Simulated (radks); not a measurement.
All-electron atom: Tc VI in [Kr] 4d2.

Method: non-relativistic Kohn-Sham, TPSS, spin-polarised, spherical densities, point nucleus; open shells are filled with parallel spins first (spin-orbit coupling, left out, can overturn this in heavy ions); meta-GGA in the generalised Kohn-Sham scheme; relativity is left out, which matters for an element this heavy; computed with a radial shooting solver on a logarithmic mesh with Libxc functionals.

Energy parts (Ry):
part                        energy
total                  -8402.06381
kinetic                 8398.46142
electron-nucleus      -19811.91762
Hartree                 3259.52575
exchange-correlation    -248.13334

Orbitals (lengths in bohr, moments of r in powers of bohr; r(90%) holds 90 % of the orbital's charge):
orbital  occ.  eigenvalue (Ry)     <r^2>  r(90%)      <r>
1s down     1        -1500.097  0.001680  0.0630  0.03543
1s up       1        -1500.097  0.001680  0.0630  0.03543
2s up       1        -214.5587   0.02809   0.238   0.1546
2s down     1        -214.5335   0.02809   0.238   0.1546
2p up       3        -198.3178   0.02138   0.215   0.1325
2p down     3        -198.2988   0.02138   0.215   0.1325
3s up       1        -41.35152    0.2082   0.629   0.4266
3s down     1        -41.34129    0.2082   0.629   0.4266
3p up       3        -35.03315    0.2060   0.635   0.4211
3p down     3        -35.01895    0.2059   0.634   0.4211
3d up       5        -23.50426    0.1898   0.634   0.3980
3d down     5        -23.47820    0.1897   0.633   0.3979
4s up       1         -9.79180     1.267    1.53    1.061
4s down     1         -9.64603     1.262    1.53    1.058
4p up       3         -7.88723     1.459    1.65    1.135
4p down     3         -7.73305     1.457    1.65    1.133
4d up       2         -4.82559     2.136    2.05    1.360
4d down     0         -4.67107     2.165    2.07    1.368

The highest occupied level is 4d up at -65.656 eV. The spin density at the nucleus is -1.176 e/bohr^3 (1s -0.006, 2s -0.422, 3s 0.258, 4s -1.006). Virial ratio -V/T = 2.00043.
